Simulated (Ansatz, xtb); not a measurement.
# C5H12Ge: which of two isomers lies lower

We compare X, `C[C@H]1C[C@@H]([GeH3])C1`, a singlet, with Y, `C[C@@H]1CC[C@@H]1[GeH3]`, a singlet. Both are isolated molecules in the gas phase, relaxed with PBE0-D3(BJ)/def2-SVP.

X (Å):

```xyz
18

C    -1.3856   -0.0880   -1.2742
C    -0.2749   -0.9063   -0.6553
C     1.0305   -1.1310   -1.4473
C     1.8165   -0.9899   -0.1234
C     0.5741   -0.2939    0.4787
Ge    3.5300   -0.0486   -0.1264
H    -1.0111    0.8924   -1.6115
H    -1.8215   -0.5984   -2.1479
H    -2.1993    0.0942   -0.5541
H    -0.6674   -1.8831   -0.3239
H     1.2223   -0.2880   -2.1333
H     1.1423   -2.0678   -2.0144
H     1.9584   -1.9795    0.3403
H     4.5897   -0.8251   -0.9352
H     4.0575    0.1507    1.3094
H     3.3325    1.3378   -0.7758
H     0.6268    0.8039    0.3793
H     0.3049   -0.5323    1.5191
```

Y (Å):

| atom | x (Å) | y (Å) | z (Å) |
| --- | --- | --- | --- |
| C | 2.2392 | 0.8542 | 0.0795 |
| C | 1.5677 | 0.1567 | -1.0829 |
| C | 0.1193 | 0.5284 | -1.4583 |
| C | -0.1388 | -0.9474 | -1.8083 |
| C | 1.1113 | -1.3250 | -0.9757 |
| Ge | 0.6780 | -1.9914 | 0.8192 |
| H | 2.4114 | 1.9186 | -0.1463 |
| H | 1.6209 | 0.8083 | 0.9911 |
| H | 3.2153 | 0.4002 | 0.3128 |
| H | 2.2058 | 0.2525 | -1.9790 |
| H | -0.0308 | 1.2826 | -2.2455 |
| H | -0.4518 | 0.8383 | -0.5682 |
| H | -1.1112 | -1.3775 | -1.5196 |
| H | 0.0152 | -1.1496 | -2.8800 |
| H | 1.7895 | -2.0653 | -1.4306 |
| H | 0.0745 | -3.4043 | 0.6832 |
| H | 1.9299 | -2.0726 | 1.7154 |
| H | -0.3650 | -1.0881 | 1.5102 |

Problem. Estimate which is lower in electronic energy at CCSD(T)/def2-SVP + ΔMP2/def2-TZVPP, and by roughly how much.

Solution. CCSD(T)/def2-SVP + ΔMP2/def2-TZVPP gives E(Y) − E(X) = +0.98 kJ/mol, slightly favouring structure X, which is too small a margin to settle the true order.

The same difference at several levels:

| level | geometry | E(Y) − E(X) (kJ/mol) | departure from the last row (kJ/mol) | job, with rough time for the two |
| --- | --- | --- | --- | --- |
| PBE0-D3(BJ)/def2-SVP | PBE0-D3(BJ)/def2-SVP | +1.66 | +0.68 | optimisation, 2.3 min |
| HF/def2-SVP | PBE0-D3(BJ)/def2-SVP | +7.00 | +6.02 | part of the CCSD(T) run |
| MP2/def2-SVP | PBE0-D3(BJ)/def2-SVP | +2.06 | +1.07 | part of the CCSD(T) run |
| CCSD(T)/def2-SVP | PBE0-D3(BJ)/def2-SVP | +2.37 | +1.39 | single point |
| CCSD(T)/def2-SVP + ΔMP2/def2-TZVPP | PBE0-D3(BJ)/def2-SVP | +0.98 |  | single point, 2.9 min |

As drawn, both hold the same kinds of bond in the same numbers.

The largest departure from CCSD(T)/def2-SVP + ΔMP2/def2-TZVPP is that of HF/def2-SVP, 6.02 kJ/mol. Levels run at GFN2-xTB geometries aren't shown. The last row adds to CCSD(T) the change of the MP2 difference between the two basis sets, here −1.39 kJ/mol.

With thermal terms from frequencies at re-optimised GFN2-xTB minima (ideal gas, soft modes damped towards free rotors, one conformer each, 298.15 K, 1 atm): the zero-point term adds +0.52 kJ/mol; ΔH is +0.79 and ΔG +3.16 kJ/mol.

The correlated steps freeze 14 core orbitals; the filled d shell of Ge is correlated, in a basis made for valence electrons. Codes used: Ansatz 0.2.0, xtb 6.7.1; the last row on 2 threads of Intel(R) Xeon(R) Platinum 8488C (Sapphire Rapids) on a shared host.
